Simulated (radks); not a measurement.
Excited configurations of Ta3+: one electron is placed in a higher orbital outside [Xe] 4f14 5d1. The ground configuration is [Xe] 4f14 5d2. Method: scalar-relativistic Kohn-Sham, PBE, spin-unpolarised, spherical densities, finite nucleus; Fermi nuclear charge, rms radius 5.3507 fm; computed with a radial shooting solver on a logarithmic mesh with Libxc functionals. Excitation = E - E(ground); binding = E(ion) - E, where the ion is the core of charge +4; n* = 4/sqrt(2 binding) in atomic units, and the quantum defect is n - n*.

| outer orbital | excitation (eV) | binding (eV) | quantum defect | <r> (bohr) |
|---|---|---|---|---|
| 5f | 20.620 | 14.423 | 1.115 | 4.084 |
| 6s | 2.403 | 32.640 | 3.417 | 2.643 |
| 6p | 9.801 | 25.242 | 3.063 | 3.157 |
| 6d | 18.438 | 16.605 | 2.379 | 4.357 |
| 6f | 25.501 | 9.542 | 1.224 | 7.186 |
| 7s | 18.201 | 16.842 | 3.405 | 4.993 |
| 7p | 20.982 | 14.061 | 3.065 | 5.759 |
| 7d | 24.730 | 10.313 | 2.406 | 7.423 |
| 7f | 28.386 | 6.657 | 1.282 | 11.02 |

The Delta-SCF ionisation energy is 35.043 eV (NIST Atomic Spectra Database: 35 eV, theoretical). Self-interaction in the functional shifts the binding energies and quantum defects, so they are the method's values and not measured ones. Spin polarisation and multiplet splitting are left out, so open shells lie too high by an amount that depends on their filling. Spin-orbit splitting is averaged out at the scalar-relativistic level.

Beside tabulated values, note that spin-unpolarised runs miss the spin-polarisation part of the exchange energy of open shells.
